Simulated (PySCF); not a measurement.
**NbSe: from constants to spectrum**

ROHF constants of NbSe, ⁴Σ⁻ (quartet), unpaired electrons σ ↑, δ ↑↑ (PySCF, scalar-relativistic core potentials, basis sets Nb def2-TZVPP with ECP28, Se def2-TZVPP; masses 92.9064 and 79.9165 u):

| Quantity | Value |
| --- | --- |
| ωe | 375.1 cm⁻¹ |
| ωexe | 0.776 cm⁻¹ |
| Be | 0.074742 cm⁻¹ |
| αe | 0.000198 cm⁻¹ |
| D (centrifugal) | 1.19e-08 cm⁻¹ |

Task: Give the vibrational terms G(v) and spacings up to v = 6.

Result: G(v) = ωe(v+½) − ωexe(v+½)².

| v | G(v) (cm⁻¹) | G(v) − G(v−1) | Bv (cm⁻¹) |
| --- | --- | --- | --- |
| 0 | 187.4 |  | 0.07464 |
| 1 | 560.9 | 373.5 | 0.07444 |
| 2 | 932.9 | 372.0 | 0.07425 |
| 3 | 1303.3 | 370.4 | 0.07405 |
| 4 | 1672.2 | 368.9 | 0.07385 |
| 5 | 2039.6 | 367.3 | 0.07365 |
| 6 | 2405.4 | 365.8 | 0.07346 |

Spin–orbit coupling is left out, which matters for elements this heavy, above all for dissociation energies. Hartree–Fock leaves out correlation, which carries a large part of most bond energies and some tenths to 1 eV of ionisation energies. With d or f electrons several states lie close, and the lowest PBE0 determinant need not be the measured ground state.
